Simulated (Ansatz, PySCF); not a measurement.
C2H10O2Si2, SMILES OC[SiH](CO)[SiH3]. Atoms are numbered in the order given.

```xyz
16

O      1.0200     2.4995    -0.0925
C     -0.1845     1.9026    -0.5735
Si    -0.0125    -0.0013    -0.5648
Si     0.9865    -0.4875     1.5026
C     -1.6389    -0.9855    -0.7605
O     -1.4044    -2.3868    -0.7011
H      1.7304     2.2630    -0.7042
H     -0.4840     2.3058    -1.5630
H     -0.9798     2.2013     0.1310
H      0.9286    -0.4009    -1.6623
H      0.2906     0.2718     2.5874
H      2.4417    -0.1533     1.5232
H      0.8546    -1.9489     1.8211
H     -2.0753    -0.7826    -1.7537
H     -2.3984    -0.6501    -0.0220
H     -1.0343    -2.5880     0.1691
```

The structure is a stationary point at r2SCAN-D4/def2-SVP. The structure was generated by enumeration, and PubChem lists no compound with its InChIKey, so it may never have been made. The values are those of a single conformer.

Two levels are set side by side: PBE-D3(BJ)/def2-SVP (Ansatz, a first-principles code) and r2SCAN-D4/def2-SVP (Ansatz). Each level has its own optimised geometry; the coordinates shown are those of the second. Frequencies come from the Hessian of PySCF at each geometry. Differences are taken from unrounded values.

```
quantity                            r2SCAN-D4
----------------------------------  ---------
mean bond length (Å)                    1.425
bond O1–C2 (Å)                          1.428
bond C2–Si3 (Å)                         1.912
bond Si3–Si4 (Å)                        2.347
bond Si3–C5 (Å)                         1.911
bond C5–O6 (Å)                          1.422
bond O1–H7 (Å)                          0.967
bond C2–H8 (Å)                          1.110
bond C2–H9 (Å)                          1.104
bond Si3–H10 (Å)                        1.500
bond Si4–H11 (Å)                        1.496
bond Si4–H12 (Å)                        1.493
bond Si4–H13 (Å)                        1.502
bond C5–H14 (Å)                         1.104
bond C5–H15 (Å)                         1.111
bond O6–H16 (Å)                         0.967
highest harmonic wavenumber (cm⁻¹)       3812
mean harmonic wavenumber (cm⁻¹)          1228
zero-point energy (kcal/mol)            73.74
```

Question: What does PBE-D3(BJ) give, and how far is it from r2SCAN-D4? (An estimate is asked for; the answer gives what the named calculation found.)

Answer: 
```tsv
quantity	PBE-D3(BJ)	PBE-D3(BJ) minus r2SCAN-D4
mean bond length (Å)	1.433	0.008
bond O1–C2 (Å)	1.431	0.003
bond C2–Si3 (Å)	1.922	0.011
bond Si3–Si4 (Å)	2.353	0.006
bond Si3–C5 (Å)	1.922	0.011
bond C5–O6 (Å)	1.425	0.003
bond O1–H7 (Å)	0.975	0.009
bond C2–H8 (Å)	1.118	0.008
bond C2–H9 (Å)	1.111	0.007
bond Si3–H10 (Å)	1.510	0.010
bond Si4–H11 (Å)	1.506	0.010
bond Si4–H12 (Å)	1.504	0.011
bond Si4–H13 (Å)	1.513	0.012
bond C5–H14 (Å)	1.111	0.007
bond C5–H15 (Å)	1.119	0.008
bond O6–H16 (Å)	0.976	0.009
highest harmonic wavenumber (cm⁻¹)	3695	-117
mean harmonic wavenumber (cm⁻¹)	1195	-33
zero-point energy (kcal/mol)	71.77	-1.97
```
